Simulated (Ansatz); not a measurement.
Reaction (substitution at a C–C bond): `C=CCN[SiH2]Cl` + `B[NH][GeH3]` → `B[N]([GeH3])C=C` + `CN[SiH2]Cl`

Computed with Ansatz on PBE0-D4/def2-TZVP structures; ΔE is electronic, products minus reactants. CBS: MP2 limit from def2 TZ/QZ plus the TZ coupled-cluster correction, frozen cores. DFT in def2-TZVPP. For Ge outer-core shells are correlated without core-valence functions, which leaves a few kJ/mol of doubt a bond. Scalar relativity is left out up to krypton. One conformer a species, not always the lowest.

| level | ΔE (kJ/mol) | difference from CCSD(T)/CBS |
| --- | --- | --- |
| PBE-D4 | 8.2 | -4.5 |
| r2SCAN-D4 | 10.3 | -2.4 |
| B2PLYP | 13.1 | 0.4 |
| PBE | 10.2 | -2.5 |
| PBE0 | 13.1 | 0.4 |
| CCSD(T)/def2-TZVPP | 13.6 | 0.9 |
| HF/def2-QZVPP | 21.7 | 9.0 |
| SCS-MP2/def2-QZVPP | 13.0 | 0.3 |
| HF/CBS(def2) | 21.7 | 9.0 |
| CCSD/CBS(def2) | 15.0 | 2.3 |
| CCSD(T)/CBS | 12.7 | 0 |

Largest T1 diagnostic among the species: 0.013.

In def2-TZVPP, CCSD(T) changes the Hartree–Fock value by −8.4 kJ/mol (the triples alone add −2.4 kJ/mol) and MP2 by −10.5 kJ/mol. The D4 term adds −3.5 kJ/mol with B3LYP and −1.6 kJ/mol with PBE0; it sums over pairs of atoms, weighted by their polarisabilities, and B3LYP, whose exchange is more repulsive, gets the larger term.

B3LYP here is the variant with VWN-RPA as its local correlation; programs differ in this.
